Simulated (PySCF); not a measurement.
A structure optimised at PBE-D3(BJ)/def2-SVP, used in a PySCF frequency run:

```
C
H 1 1.1140
H 1 1.1140 2 104.19
C 1 1.5321 2 111.30 3 120.05
H 4 1.1097 1 111.83 2 -178.17
H 4 1.1097 5 106.55 1 122.48
H 4 1.1113 5 107.02 6 114.22
Ga 1 1.9879 2 106.33 3 -112.10
H 8 1.5879 1 120.02 2 55.31
H 8 1.5890 9 119.24 1 180.00
```

Problem. Write its SMILES, formula and point group.

Solution. C[CH2][GaH2], C₂H₇Ga, Cs

Problem. What are its rotational constants (standard atomic weights)?

Solution. 25.778, 3.4877, 3.1945 GHz
